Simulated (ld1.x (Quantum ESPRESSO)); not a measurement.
H: one change to a TM semilocal potential, before and after

ld1.x (Quantum ESPRESSO) 7.5 input, shortened:

```
&input
   title='H', zed=1., rel=0, dft='PZ', iswitch=3,
   config='1s1 2p-2'
 /
 &inputp
   pseudotype=1, tm=.true., lloc=0,
   nlcc=.false.
 /
2
2P  2  1  -2.00   0.05  0.80  0.80  0.0
1S  1  0   1.00   0.00  0.80  0.80  0.0
 &test
   configts(1)='1s1'
 /
```

Change: all radii scaled by about 1.17 (s 0.94, p 0.94 bohr).

Cutoffs: the cutoffs (Ry, on a coarse ladder) from which the occupation-weighted sum of valence levels, in a spherical-Bessel basis at the reference potential, stays within 10 and 1 mRy of its value at 400 Ry; they do not see the model core or the augmentation charge, which bear on the density cutoff. Errors are all-electron minus pseudo energies relative to the spin-unpolarised reference configuration.

How do hardness, ghosts and transferability respond?

The potential gets softer (30 Ry and 60 Ry → 25 Ry and 50 Ry); of the 3 tests that both files solve, the error grows in 3 and shrinks in 0 by more than 15 % and 0.3 meV (median size 0.3 → 0.7 meV); neither file shows a bound ghost. A larger radius leaves more room for a smooth pseudo-wave, so fewer plane waves are needed. More of the atom is replaced by a form fitted at one configuration, so other configurations suffer. A semilocal file is local in each channel, so a ghost entry of none says nothing of the separable form that plane-wave codes build from it.

| quantity | base | changed |
| --- | --- | --- |
| cutoff, loose | 30 Ry | 25 Ry |
| cutoff, tight | 60 Ry | 50 Ry |
| bound ghosts | none | none |
| error for 1s0.5, meV [ΔE 4.64 eV] | +0.1 | +0.4 |
| error for 1s1 (spin-polarised), meV [ΔE -0.90 eV] | -0.8 | -1.6 |
| error for 1s0.5 (spin-polarised), meV [ΔE 4.26 eV] | -0.3 | -0.7 |
